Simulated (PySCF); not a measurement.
Compound: C6H14OP2.
Atom-mapped SMILES: `[CH3:1][O:2][CH2:3][CH2:4][P:5]([PH2:6])[CH:7]1[CH2:8][CH2:9]1`

NICS = −σ at a ghost point: NICS(0) at the centroid of the ring atoms, NICS(1) 1 Å to either side along the normal of their mean plane, zz for the tensor component along that normal. Level: GIAO PBE0/pcSseg-1 (PySCF, non-relativistic, gas phase) on the GFN2-xTB geometry, one conformer.

Ring bond lengths (Å), with Mayer bond orders in brackets: C7–C8 1.500 (0.95), C8–C9 1.494 (0.97), C9–C7 1.500 (0.93).

Question: Give the NICS values of each ring in ppm.

Answer: 
```json
{"ring": "C7–C8–C9", "type": "3-membered carbocycle; formal bonds all single", "NICS(0)": "-45.0", "NICS(1), two faces": "-10.1 / -8.6", "NICS(1)zz, two faces": "-26.5 / -24.4", "rms pucker (Å)": "0.00", "centre to ring atoms, mean (Å)": "0.86"}
```

Question: What do they say, and how far can they be read as aromaticity?

Answer: 
- C7–C8–C9: mean NICS(1)zz -25.4 ppm, shielded. C7, C8, C9 have four or more neighbours; no verdict on aromaticity is drawn. NICS(0) lies 36 ppm below the mean NICS(1).

Question: How shielded are the nuclei of the rings and their hydrogens (means over atoms taken as equivalent)?

Answer: 
| atoms | environment | σ isotropic (ppm) | principal values of the symmetric part, first atom (ppm) |
| --- | --- | --- | --- |
| C7 | sp3 carbon bound to phosphorus | 174.2 | 139.8, 168.1, 214.7 |
| C8 (×2) | three-membered-ring carbon | 181.4 | 154.1, 174.8, 208.8 |
| H on C7 | methine hydrogen | 30.43 | 22.0, 29.3, 40.0 |
| H on C8 (×2) | methylene hydrogen | 31.23 | 24.1, 32.2, 38.9 |
| H on C8 (×2) | methylene hydrogen | 31.07 | 24.5, 26.1, 42.4 |
